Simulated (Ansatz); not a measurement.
Ideal-gas functions of `BSCO` at 298.15 K and 1 bar, from an Ansatz frequency run at PBE0-D4/def2-TZVP.

Molar mass 75.93 g/mol, point group C1 (symmetry number 1), electronic degeneracy 1, moments of inertia 36.544, 138.775, 153.091 u Å². Harmonic wavenumbers (cm⁻¹, unscaled): 48, 281, 312, 398, 479, 697, 781, 844, 931, 946, 1108, 1186, 1198, 1325, 1400, 1483, 2590, 2696, 3058, 3144, 3847.

Use S(trans) = R[1.5 ln M + 2.5 ln T − 1.1517]; rotational temperatures θ = 24.2544 K / I; S(rot) = R[ln(√π/σ · √(T³/θAθBθC)) + 1.5]; for each mode x = 1.438777 ν̃/T, S = R[x/(eˣ − 1) − ln(1 − e⁻ˣ)] and H = RT x/(eˣ − 1); 1 cm⁻¹ = 0.0119627 kJ/mol; R = 8.31446 J/(mol·K).

Task: By hand: the entropy, in J/(mol·K).

Result: Translation 162.9. Rotation: θ = 0.6637, 0.1748, 0.1584 K, giving 104.9. Vibration, mode by mode: 20.49, 6.39, 5.66, 4.06, 2.98, 1.30, 0.93, 0.73, 0.52, 0.49, 0.25, 0.18, 0.17, 0.10, 0.08, 0.05, 0.00, 0.00, 0.00, 0.00, 0.00, in all 44.4. Electronic 0.0. Sum 312.2 J/(mol·K).

Task: By hand: H − E and G − E in kJ/mol, counted from the electronic energy.

Result: Zero-point energy ½ × 28752 × 0.0119627 = 172.0; thermal vibration 7.0; translation, rotation and pV give 4 RT = 9.9. H − E = 188.9 kJ/mol, and G − E = 188.9 − 298.15 × 312.2/1000 = 95.8 kJ/mol.

Vibration gives 14 % of the entropy, 20.5 J/(mol·K) of it from the mode under 150 cm⁻¹: soft modes count most, and the harmonic formula is weakest for them. The sum counts one conformer and one mirror image; others add a mixing term.
